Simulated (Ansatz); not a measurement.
Stepwise reaction of `CC1=CC(C(F)(F)F)=[O+][Ti-]([OH])([OH])([Cl])[O]1` with hydrogen fluoride, as a gas-phase model of exchange steps in deposition or etching. ΔE in kJ/mol.

Calculated with Ansatz (gas phase, PBE0-D4/def2-TZVP geometries, no zero-point term in ΔE). CCSD(T)/CBS adds triple-zeta CCSD(T) − MP2 to the extrapolated MP2 energy (def2 sets, frozen cores). This one scheme is used for every species. DFT in def2-TZVPP. B3LYP here is the variant with VWN-RPA as its local correlation; programs differ in this. For Ti outer-core shells are correlated without core-valence functions, which leaves a few kJ/mol of doubt a bond. Scalar relativity is left out up to krypton. One conformer a species, not always the lowest.

```tsv
step	reaction	PBE-D4	B3LYP-D4	ωB97M-V	CCSD(T)/CBS
1	`CC1=CC(C(F)(F)F)=[O+][Ti-]([OH])([OH])([Cl])[O]1` + H–F → `CC1=CC(C(F)(F)F)=[O+][Ti-]([OH])([F])([Cl])[O]1` + H₂O	-44.8	-44.4	-45.6	-38.6
2	`CC1=CC(C(F)(F)F)=[O+][Ti-]([OH])([F])([Cl])[O]1` + H–F → `CC1=CC(C(F)(F)F)=[O+][Ti-]([F])([F])([Cl])[O]1` + H₂O	-44.5	-42.7	-43.1	-36.0
```

(1) By hand: ΔE of the 2 steps together at CCSD(T)/CBS.

Answers

(1) (-38.6) + (-36.0) = -74.6 kJ/mol, or -37.3 kJ/mol a step.

In ΔE the steps differ by no more than 2.6 kJ/mol. All are downhill at CCSD(T)/CBS. PBE-D4 differs from CCSD(T)/CBS by -8.5 to -6.2 kJ/mol a step. Isolated molecules leave out the surface, adducts and barriers. Largest T1 diagnostic: 0.021.
